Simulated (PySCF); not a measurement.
Isomers of C7H7ClO, mass 142.019 u with the commonest isotopes. Computed with PBE0-D3(BJ)/def2-SVP geometry optimisation, gas phase in PySCF 2.14.0. One conformer each, none proved a minimum here; rigid rotors.

Problem. Order these by rotational constant C, smallest first.
A. `[CH3:1][O:2][c:3]1[cH:4][cH:5][cH:6][c:7]([Cl:8])[cH:9]1` with C1–O2–C3–C4 180°
B. `[OH:1][CH2:2][c:3]1[cH:4][cH:5][c:6]([Cl:7])[cH:8][cH:9]1` with H–O1–C2–C3 -58°, O1–C2–C3–C4 153° (4-chlorobenzyl alcohol)
C. `[CH3:1][O:2][c:3]1[cH:4][cH:5][c:6]([Cl:7])[cH:8][cH:9]1` with C1–O2–C3–C4 180°

Solution. B (590.3 MHz), C (604.6 MHz), A (682.5 MHz).

Problem. Order these by rotational constant B, smallest first.
A. `[CH3:1][O:2][c:3]1[cH:4][cH:5][cH:6][c:7]([Cl:8])[cH:9]1` with C1–O2–C3–C4 180° (3-chloroanisole)
B. `[OH:1][CH2:2][c:3]1[cH:4][cH:5][c:6]([Cl:7])[cH:8][cH:9]1` with H–O1–C2–C3 -58°, O1–C2–C3–C4 153°
C. `[CH3:1][O:2][c:3]1[cH:4][cH:5][c:6]([Cl:7])[cH:8][cH:9]1` with C1–O2–C3–C4 180°

Solution. B (665.9 MHz), C (687.2 MHz), A (967.6 MHz).

Problem. Order these by radius of gyration √(Σ m r²/M), largest first.
A. `[CH3:1][O:2][c:3]1[cH:4][cH:5][c:6]([Cl:7])[cH:8][cH:9]1` with C1–O2–C3–C4 180°
B. `[OH:1][CH2:2][c:3]1[cH:4][cH:5][c:6]([Cl:7])[cH:8][cH:9]1` with H–O1–C2–C3 -58°, O1–C2–C3–C4 153°
C. `[CH3:1][O:2][c:3]1[cH:4][cH:5][cH:6][c:7]([Cl:8])[cH:9]1` with C1–O2–C3–C4 180° (3-chloroanisole)

Solution. B (2.464 Å), A (2.428 Å), C (2.286 Å).

| SMILES | point group | Ia (u·Å²) | Ib (u·Å²) | Ic (u·Å²) | κ | μa (D) | μb (D) | μc (D) |
| --- | --- | --- | --- | --- | --- | --- | --- | --- |
| OCc1ccc(Cl)cc1 | C1 | 108.93 | 758.99 | 856.21 | -0.96 | 0.79 | 0.86 | 0.80 |
| COc1ccc(Cl)cc1 | Cs | 103.80 | 735.37 | 835.92 | -0.96 | 2.45 | 1.00 | 0.00 |
| COc1cccc(Cl)c1 | Cs | 221.40 | 522.30 | 740.46 | -0.64 | 1.43 | 0.55 | 0.00 |
